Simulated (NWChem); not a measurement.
# C3HF4, doublet; SMILES FC(C(F)=[CH])(F)F

```xyz
8

C     -1.3387    -1.5573    -0.0008
C     -0.1715    -0.9588    -0.0001
F      0.9914    -1.5994     0.0015
C      0.0231     0.5418     0.0001
F      0.7141     0.9266    -1.0699
F      0.6985     0.9286     1.0793
F     -1.1500     1.1676    -0.0089
H     -2.3935    -1.3042    -0.0022
```
Atoms are numbered in this order, from 1.

All runs: NWChem. Pople sets run with spherical d functions. Spin-unrestricted. Coordinates come from a PBE0/def2-SVP, spin-unrestricted optimisation. No stability test was run on the SCF state. B3LYP is NWChem's, with the RPA form of VWN correlation. Solvent water, SMD (1 M gas to 1 M solution), gas-phase geometry. Reactions with the solvent are ignored.

**Question.** Taking B3LYP/6-311++G** as the yardstick, which of these has the fewest basis functions while keeping “solvation free energy (kcal/mol)” within 1.0 kcal/mol of it: B3LYP/6-31G*; B3LYP/STO-3G; B3LYP/6-31+G*; B3LYP/6-311G**; B3LYP/3-21G?

**Answer.** B3LYP/3-21G (a larger set in the list lies outside the tolerance).
| level | basis functions | solvation free energy (kcal/mol) |
|---|---|---|
| B3LYP/STO-3G | 36 | 4.8 |
| B3LYP/3-21G | 65 | 2.9 |
| B3LYP/6-31G* | 100 | 3.4 |
| B3LYP/6-31+G* | 128 | 2.3 |
| B3LYP/6-311G** | 132 | 2.8 |
| B3LYP/6-311++G** | 161 | 2.2 |

The yardstick is one finite set, not the basis-set limit.
